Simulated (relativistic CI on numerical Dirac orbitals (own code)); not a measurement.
# Hyperfine structure of Ti I, mass number 49

Calculated at this level of theory: Dirac-Coulomb-Breit CI, orbitals from a KLI potential per configuration, a model potential for QED, valence Slater integrals scaled by 0.85, P86 correlation energy added to each configuration (own radial code, finite nucleus).

CI space (outside the closed core [Ar]): 3d2 4s2, 3d3 4s, 3d2 4s 4p, 3d3 4p, 3d4, 3d2 4s 4d, 3d 4s2 4p, 3d3 4d, 3d2 4s 5s, 3d2 4s 5p, 3d2 4s 6s, 3d 4s2 6s, 3d3 5s, 3d2 4s 4f, 3d2 4s 6p, 3d2 4p2, 3d 4p3. Double excitations out of closed p, d and f shells are left out; levels of such configurations are missing from the list, as are those of other unlisted configurations, and high levels can miss mixing partners. These lack a partner that the ground configuration has and come out too high: 3d 4s2 6s.

Nuclear spin I = 7/2, μ = -1.1037 μN, Q = 0.247 b (tables of Stone and Pyykkö). The electronic factors are computed for point nuclear moments, without core polarisation; leaving it out makes A of s and p electrons in near-neutral atoms 20 to 40 % too small, and it can dominate for d and f shells.

| Level | E (cm⁻¹) | A (MHz) | B (MHz) |
| --- | --- | --- | --- |
| 3d2 4s2 3F_2 | 0.0 | -80.02 | 21.7 |
| 3d2 4s2 3F_3 | 159.0 | -56.57 | 23.6 |
| 3d2 4s2 3F_4 | 363.3 | -45.23 | 31.6 |
| 3d2 4s2 1D_2 | 7899.4 | -58.44 | -26.6 |
| 3d3 4s 5F_1 | 8007.9 | 68.29 | -6.53 |
| 3d3 4s 5F_2 | 8039.2 | -46.48 | -4.81 |
| 3d3 4s 5F_3 | 8085.7 | -75.65 | -8.85 |
| 3d3 4s 5F_4 | 8146.9 | -87.92 | -16.6 |

Levels with J = 0, under 50 % of one LS term, or S terms without an open s electron are left out. Small factors come from cancelling terms and can be off by tens of per cent or more.

For a near-neutral ion this model can misplace configurations by up to about 10,000 cm⁻¹ (more where the count of f electrons changes) and terms by 10 to 25 % of their spread. Rates follow the energies as ν³ (E1, M1) or ν⁵ (E2), so they and the lifetimes can be off by large factors. The fine structure of a lone outer electron comes out too small, for d and f at times inverted, and misplaced configurations move strength between like terms. 57 of the 77 excited levels that our extract of the measured tables holds in this range could be paired (the sources list more); they are missed by 1776 cm⁻¹ on average and 3013 at most, and levels without a partner can miss by more.

**Question.** Give the hyperfine levels of 3d2 4s2 3F_2 relative to its centre of gravity.

**Answer.** With K = F(F + 1) − I(I + 1) − J(J + 1), E = AK/2 + B[¾K(K + 1) − I(I + 1)J(J + 1)]/[2I(2I − 1)J(2J − 1)]: F = 3/2: 731.8, F = 5/2: 522.1, F = 7/2: 233.9, F = 9/2: -127.4, F = 11/2: -554.7 MHz.
